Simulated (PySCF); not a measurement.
How methods differ on the ionisation energy of Cr

Cr [Ar] 3d5 4s1 (7S) → Cr⁺ [Ar] 3d5 (6S), as a difference of total energies. Computed with PySCF 2.14 in 6-31G*, with no relativity, point nucleus. Correlated levels: valence: [Ar] frozen. The calculations carry no spin-orbit coupling.

| method | ionisation energy (eV) |
| --- | --- |
| UHF | 5.459 |
| PBE | 6.376 |
| r2SCAN | 6.167 |
| MP2 (valence) | 5.644 |
| SCS-MP2 (valence) | 5.521 |

How much does correlation contribute at MP2 (valence)?

5.644 − (5.459) = 0.185 eV, measured against UHF.

These non-relativistic numbers lack the scalar-relativistic shift.

Errors of the correlated levels include the incompleteness of this basis and the frozen core.

For comparison: 6.767 eV (measured; NIST Atomic Spectra Database, ionization energies).
